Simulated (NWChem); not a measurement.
System: C2H3B; SMILES BC#C

Here is an NWChem input.

```
start job
memory heap 200 mb stack 900 mb global 1100 mb
geometry units angstroms noautoz
  B     -0.004523    -1.395508     0.011603
  C     -0.003093     0.112954     0.010118
  C     -0.001827     1.334050     0.009613
  H     -0.000763     2.409977     0.008981
  H      1.040229    -1.999817     0.012881
  H     -1.050330    -1.997982     0.010999
end
basis spherical
  B library def2-svp
  C library def2-svp
  H library def2-svp
end
dft
  xc m06-l
  iterations 150
  mulliken
end
task dft energy
```

Excerpt of the output:

```
             Northwest Computational Chemistry Package (NWChem) 7.3.0
             --------------------------------------------------------

 C2V symmetry detected

                             Geometry "geometry" -> ""
                             -------------------------

 Output coordinates in angstroms (scale by  1.889725989 to convert to a.u.)

  No.       Tag          Charge          X              Y              Z
 ---- ---------------- ---------- -------------- -------------- --------------
    1 B                    5.0000     0.00000000     0.00000000    -1.40134223
    2 C                    6.0000     0.00000000     0.00000000     0.10712113
    3 C                    6.0000     0.00000000     0.00000000     1.32821783
    4 H                    1.0000     0.00000000     0.00000000     2.40414553
    5 H                    1.0000     0.00000000     1.04528032    -2.00473404
    6 H                    1.0000     0.00000000    -1.04528032    -2.00473404

 Effective nuclear repulsion energy (a.u.)      46.3537957072

      Symmetry information
      --------------------

 Group name             C2v
 Group number             16
 Group order               4
 No. of unique centers     5

                                 NWChem DFT Module
                                 -----------------

 Summary of "ao basis" -> "ao basis" (spherical)
 ------------------------------------------------------------------------------
       Tag                 Description            Shells   Functions and Types
 ---------------- ------------------------------  ------  ---------------------
 B                          def2-svp                 6       14   3s2p1d
 C                          def2-svp                 6       14   3s2p1d
 H                          def2-svp                 3        5   2s1p

      Symmetry analysis of basis
      --------------------------

        a1         28
        a2          4
        b1         11
        b2         14

            General Information
            -------------------
          SCF calculation type: DFT
          Wavefunction type:  closed shell.
          No. of atoms     :     6
          No. of electrons :    20
           Alpha electrons :    10
            Beta electrons :    10
          Charge           :     0
          Spin multiplicity:     1
          Use of symmetry is: on ; symmetry adaption is: on
          Maximum number of iterations: 150
          AO basis - number of functions:    57
                     number of shells:    27
          Convergence on energy requested:  1.00D-06
          Convergence on density requested:  1.00D-05
          Convergence on gradient requested:  5.00D-04

              XC Information
              --------------
                        M06-L Method XC Functional
                         M06-L Exchange Functional  1.000
                       M06-L Correlation Potential  1.000

             Grid Information
             ----------------
          Grid used for XC integration:  medium
          Radial quadrature: Mura-Knowles
          Angular quadrature: Lebedev.
          Tag              B.-S. Rad. Rad. Pts. Rad. Cut. Ang. Pts.
          ---              ---------- --------- --------- ---------
          B                   0.85       49          10.0       434
          C                   0.70       49          10.0       434
          H                   0.35       45          11.0       434
          Grid pruning is: on
          Number of quadrature shells:   237
          Spatial weights used:  Erf1

      Superposition of Atomic Density Guess
      -------------------------------------

 Sum of atomic energies:        -101.25145276

      Non-variational initial energy
      ------------------------------

 Total energy =    -102.536814
 1-e energy   =    -225.563371
 2-e energy   =      76.672761
 HOMO         =      -0.328800
 LUMO         =      -0.084062

      Symmetry analysis of molecular orbitals - initial
      -------------------------------------------------

  Numbering of irreducible representations:

     1 a1          2 a2          3 b1          4 b2

  Orbital symmetries:

     1 a1          2 a1          3 a1          4 a1          5 a1
     6 a1          7 a1          8 b2          9 b1         10 b2
    11 b1         12 b2         13 b1         14 a1         15 a1
    16 a1         17 a1         18 b2         19 b2         20 a1

     ---------------------------------------------
      Total Density - Mulliken Population Analysis
     ---------------------------------------------

    Atom       Charge   Shell Charges
 -----------   ------   -------------------------------------------------------
    1 B    5     4.82   1.99  0.93  0.24  1.25  0.37  0.04
    2 C    6     6.16   1.99  1.01  0.38  2.00  0.75  0.03
    3 C    6     6.05   1.99  0.98  0.54  1.82  0.69  0.03
    4 H    1     0.87   0.63  0.22  0.03
    5 H    1     1.05   0.72  0.32  0.01
    6 H    1     1.05   0.72  0.32  0.01

   convergence    iter        energy       DeltaE   RMS-Dens  Diis-err
 ---------------- ----- ----------------- --------- --------- ---------
 d= 0,ls=0.0,diis     1   -102.6568086640 -1.49D+02  1.28D-02  1.96D-01
 d= 0,ls=0.0,diis     2   -102.6556848120  1.12D-03  8.68D-03  2.48D-01
 d= 0,ls=0.0,diis     3   -102.6635840170 -7.90D-03  4.77D-03  1.57D-01
 d= 0,ls=0.0,diis     4   -102.6843346827 -2.08D-02  1.69D-03  1.18D-02
 d= 0,ls=0.0,diis     5   -102.6862015252 -1.87D-03  5.46D-04  1.18D-04
  Resetting Diis
 d= 0,ls=0.0,diis     6   -102.6862272162 -2.57D-05  1.30D-04  2.88D-05
 d= 0,ls=0.0,diis     7   -102.6862313672 -4.15D-06  6.43D-05  3.33D-06
 d= 0,ls=0.0,diis     8   -102.6862313594  7.86D-09  2.96D-05  3.29D-06
 d= 0,ls=0.0,diis     9   -102.6862317546 -3.95D-07  9.17D-06  8.24D-07

         Total DFT energy =     -102.686231754551
      One electron energy =     -228.002255005385
           Coulomb energy =       94.852646497282
    Exchange-Corr. energy =      -15.890418953619
 Nuclear repulsion energy =       46.353795707172

 Numeric. integr. density =       19.999998553587

                  Occupations of the irreducible representations
                  ----------------------------------------------

                     irrep           alpha         beta
                     --------     --------     --------
                     a1                7.0          7.0
                     a2                0.0          0.0
                     b1                1.0          1.0
                     b2                2.0          2.0

                       DFT Final Molecular Orbital Analysis
                       ------------------------------------

 Vector    8  Occ=2.000000D+00  E=-3.379126D-01  Symmetry=b2
              MO Center= -1.7D-30, -3.3D-14, -1.2D+00, r^2= 2.2D+00
   Bfn.  Coefficient  Atom+Function         Bfn.  Coefficient  Atom+Function
  ----- ------------  ---------------      ----- ------------  ---------------
     5      0.378974  1 B  py                48     -0.281848  5 H  s
    53      0.281848  6 H  s                 19     -0.229416  2 C  py
    33     -0.151324  3 C  py                49     -0.118827  5 H  s
    54      0.118827  6 H  s                 22     -0.116947  2 C  py
     8     -0.090427  1 B  py                36     -0.069833  3 C  py

 Vector    9  Occ=2.000000D+00  E=-2.884300D-01  Symmetry=b1
              MO Center=  5.4D-16, -3.0D-16,  5.3D-01, r^2= 1.5D+00
   Bfn.  Coefficient  Atom+Function         Bfn.  Coefficient  Atom+Function
  ----- ------------  ---------------      ----- ------------  ---------------
    18      0.423893  2 C  px                32      0.396269  3 C  px
    21      0.245659  2 C  px                35      0.215596  3 C  px
     4     -0.146866  1 B  px                 7      0.050055  1 B  px

 Vector   10  Occ=2.000000D+00  E=-2.569674D-01  Symmetry=b2
              MO Center= -2.2D-16, -8.2D-16,  2.7D-01, r^2= 2.7D+00
   Bfn.  Coefficient  Atom+Function         Bfn.  Coefficient  Atom+Function
  ----- ------------  ---------------      ----- ------------  ---------------
    33      0.425943  3 C  py                19      0.342076  2 C  py
    36      0.269846  3 C  py                48     -0.185487  5 H  s
    53      0.185487  6 H  s                 22      0.182260  2 C  py
     5      0.165533  1 B  py                49     -0.125710  5 H  s
    54      0.125710  6 H  s                  8     -0.027936  1 B  py

 Vector   11  Occ=0.000000D+00  E=-1.052009D-01  Symmetry=b1
              MO Center=  2.6D-16, -3.1D-16, -4.9D-01, r^2= 3.1D+00
   Bfn.  Coefficient  Atom+Function         Bfn.  Coefficient  Atom+Function
  ----- ------------  ---------------      ----- ------------  ---------------
     4      0.494632  1 B  px                 7     -0.370993  1 B  px
    35      0.363559  3 C  px                32      0.353609  3 C  px
    21     -0.146593  2 C  px                18     -0.112170  2 C  px
    27     -0.039686  2 C  d  1              50     -0.025026  5 H  px
    55     -0.025026  6 H  px

 Vector   12  Occ=0.000000D+00  E= 7.362755D-04  Symmetry=b2
              MO Center= -3.1D-16, -4.8D-16,  3.5D-01, r^2= 2.9D+00
   Bfn.  Coefficient  Atom+Function         Bfn.  Coefficient  Atom+Function
  ----- ------------  ---------------      ----- ------------  ---------------
    36     -0.602750  3 C  py                22      0.559972  2 C  py
    19      0.437391  2 C  py                33     -0.412407  3 C  py
    49     -0.395138  5 H  s                 54      0.395138  6 H  s
     8      0.250194  1 B  py                48     -0.149234  5 H  s
    53      0.149234  6 H  s                  5     -0.111779  1 B  py

 Vector   13  Occ=0.000000D+00  E= 6.405910D-02  Symmetry=b1
              MO Center=  1.8D-15, -3.4D-16, -1.0D-01, r^2= 3.4D+00
   Bfn.  Coefficient  Atom+Function         Bfn.  Coefficient  Atom+Function
  ----- ------------  ---------------      ----- ------------  ---------------
    21      0.795166  2 C  px                35     -0.613875  3 C  px
     7     -0.588429  1 B  px                18      0.475885  2 C  px
    32     -0.308207  3 C  px                 4      0.305519  1 B  px
    13     -0.048619  1 B  d  1              45     -0.040190  4 H  px
    41      0.039212  3 C  d  1              50     -0.025907  5 H  px

     ---------------------------------------------
      Total Density - Mulliken Population Analysis
     ---------------------------------------------

    Atom       Charge   Shell Charges
 -----------   ------   -------------------------------------------------------
    1 B    5     4.82   1.99  0.87  0.13  1.50  0.30  0.03
    2 C    6     6.00   1.99  0.93  0.41  1.99  0.65  0.02
    3 C    6     6.13   1.99  0.92  0.49  1.98  0.73  0.02
    4 H    1     0.91   0.74  0.14  0.03
    5 H    1     1.07   0.78  0.28  0.01
    6 H    1     1.07   0.78  0.28  0.01

     -------------------------------------------
      Total Density - Lowdin Population Analysis
     -------------------------------------------

    Atom       Charge   Shell Charges
 -----------   ------   -------------------------------------------------------
    1 B    5     4.92   1.97  0.56  0.27  1.36  0.65  0.11
    2 C    6     6.05   1.97  0.65  0.34  1.81  1.23  0.05
    3 C    6     6.00   1.97  0.64  0.35  1.79  1.20  0.05
    4 H    1     0.95   0.61  0.26  0.08
    5 H    1     1.04   0.66  0.34  0.03
    6 H    1     1.04   0.66  0.34  0.03

     Multipole analysis of the density
     ---------------------------------

     L   x y z        total         alpha         beta         nuclear
     -   - - -        -----         -----         ----         -------
     0   0 0 0     -0.000000    -10.000000    -10.000000     20.000000

     1   1 0 0     -0.000000     -0.000000     -0.000000      0.000000
     1   0 1 0      0.000000      0.000000      0.000000      0.000000
     1   0 0 1      0.389333      0.194666      0.194666     -0.000000

     2   2 0 0    -13.600767     -6.800383     -6.800383      0.000000
     2   1 1 0     -0.000000     -0.000000     -0.000000      0.000000
     2   1 0 1     -0.000000     -0.000000     -0.000000      0.000000
     2   0 2 0    -15.133655    -11.468612    -11.468612      7.803568
     2   0 1 1     -0.000000     -0.000000     -0.000000      0.000000
     2   0 0 2    -11.171079    -66.812256    -66.812256    122.453432
```

Level: M06-L/def2-SVP. All runs use the structure optimised with PBE0/def2-SVP.
